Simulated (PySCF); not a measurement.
Yb³³⁺: fine-structure interval

Yb³³⁺ [Kr] 4d1 [4d3/2^1, M_J = 3/2] → Yb³³⁺ [Kr] 4d1 [4d5/2^1, M_J = 5/2], as a difference of total energies. Calculation: PySCF 2.14, in an uncontracted even-tempered set (17 s from 3.3 bohr⁻², ratio 2.8; 14 p from 4.3 bohr⁻², ratio 2.8; 9 d from 4.3 bohr⁻², ratio 2.8; 3 f from 15 bohr⁻², ratio 3); the two-component X2C-1e Hamiltonian. Correlated levels: [Ar] 3d10 frozen; the 96 highest virtual spinors dropped. "Screened" scales the spin-orbit matrix elements by Boettger's factors to mimic the two-electron term; Breit and QED terms are absent.

```tsv
method	fine-structure interval (cm⁻¹)
GHF (screened spin-orbit)	118170
GMP2 (screened spin-orbit)	118410
GHF (bare spin-orbit)	137960
```
